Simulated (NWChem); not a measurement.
System: GaN₂H₄Cl; SMILES [Cl][Ga]([NH2])[NH2]

```xyz
8

Ga    -0.0089    -0.3727     0.0000
Cl    -0.0041     1.8060     0.0000
N      0.1307    -1.1924     1.6325
H     -0.1614    -0.6458     2.4350
H     -0.1910    -2.1502     1.7182
N      0.1307    -1.1924    -1.6325
H     -0.1910    -2.1502    -1.7182
H     -0.1614    -0.6458    -2.4350
```
Atoms are numbered in this order, from 1.

Level: B3LYP/6-31G* (spherical d) (NWChem), optimised geometry, unscaled harmonic frequencies. B3LYP is NWChem's, with the RPA form of VWN correlation.

Task: List the harmonic frequencies with IR intensities, and the thermochemistry.

Result: 
```
frequency (cm⁻¹)  IR intensity (km/mol)
----------------  ---------------------
140                                 3.0
161                                 3.5
172                                 4.9
212                                 0.2
314                                37.8
370                               118.4
390                                62.9
422                               294.9
662                                31.1
719                                36.8
790                                20.9
864                                85.6
1593                               31.0
1608                               23.7
3544                               28.3
3545                                5.0
3648                               24.1
3648                               10.1
```

The zero-point energy comes out as 32.6 kcal/mol. The thermal correction to the enthalpy at 298.15 K (with zero-point energy) is 37.6 kcal/mol, the heat capacity Cv is 22.6 cal/(mol K) and the entropy at 298.15 K and 1 atm (symmetry number 1) is 82.5 cal/(mol K). The dipole moment is 3.57 D.

Rigid rotor and harmonic oscillator.
